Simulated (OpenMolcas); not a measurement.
**Mn6+, Tc6+, Re6+: d down the group**

- Program: OpenMolcas
- Method: XMS-CASPT2, IPEA 0.25 Eh, imaginary shift 0.1 Eh
- Basis: ANO-RCC-VTZP
- Scalar Hamiltonian: DKH2, point nucleus
- Spin-orbit coupling: state interaction with AMFI integrals over the reference wave functions, term energies averaged over their components

Active space for each ion: 1 electron in 10 orbitals (d d); closed shells correlated by CASPT2: Mn6+ 3s 3p; Tc6+ 4s 4p; Re6+ 5s 5p.

Computed levels in cm-1 above 2D 3/2:

```json
{"Level": "2D 5/2", "Mn6+": "1329", "Tc6+": "3290", "Re6+": "11160"}
{"Level": "weight of 2D in the lowest level (%)", "Mn6+": "100", "Tc6+": "100", "Re6+": "100"}
```

Measured, with the error of the calculation in %. Measured levels: Mn6+ from Corliss and Sugar, J. Phys. Chem. Ref. Data 6, 1253 (1977).

```json
{"Level": "2D 5/2", "Mn6+": "1350 (-1.6)"}
```

The fine-structure level 2D 5/2 changes by a factor of 8.4 from Mn6+ to Re6+.

CASPT2 does not keep the components of a term degenerate, so their means are used; among the terms shown or strongly mixed into the levels shown the widest spread is 74 cm-1 (3d 2D, Mn6+). With one active electron, CASPT2 adds the correlation within the correlated inactive shells and between them and that electron, and leaves the splitting within a term as the reference gives it. With one active electron outside closed inactive shells, the extra shells (4d) add no correlation to the reference (holds for Mn6+). With one active electron outside closed inactive shells, the extra shells (5d) add no correlation to the reference (holds for Tc6+). With one active electron outside closed inactive shells, the extra shells (6d) add no correlation to the reference (holds for Re6+). Computed and measured levels are paired by configuration, term and J; levels that our copy of the source lacks, or whose pairing is in doubt (as where it misses far off the trend of its configuration), stay unpaired and out of the deviations. Levels of configurations outside the active space are missing.
